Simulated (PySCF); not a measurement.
Radial density of Ga (gallium, neutral)

BP86, [Ar] 3d10 4s2 5s1, 2S determinant (an excited configuration). All numbers are calculated (PySCF 2.14, scalar relativity through the core potential, in aug-cc-pV5Z-PP with ECP10MDF (8s7p6d4f3g2h, 136 functions)). This is the valence pseudo-density: the core potential removes the inner electrons and smooths the orbitals near the nucleus.

```tsv
r (bohr)	4πr²ρ (e/bohr)	4πr²(ρα − ρβ)
0.00188	1.725e-05	0.0000
0.00316	4.653e-05	0.0000
0.00531	0.0001200	0.0000
0.00893	0.0002954	0.0000
0.0150	0.0006739	0.0000
0.0253	0.001523	0.0000
0.0425	0.005558	0.0000
0.0715	0.04950	0.0000
0.120	0.4873	-0.0001
0.202	3.313	-0.0005
0.340	14.67	0.0023
0.572	26.57	0.0040
0.962	11.60	0.0056
1.62	2.613	0.0396
2.72	0.7326	-0.0002
4.58	0.1613	0.1106
7.70	0.1537	0.1534
13.0	0.01200	0.0120
```

Energies and moments cover only the electrons outside the core potential. The outer electron is Rydberg-like, and this basis confines it to a smaller radius and binds it less than a complete one would.
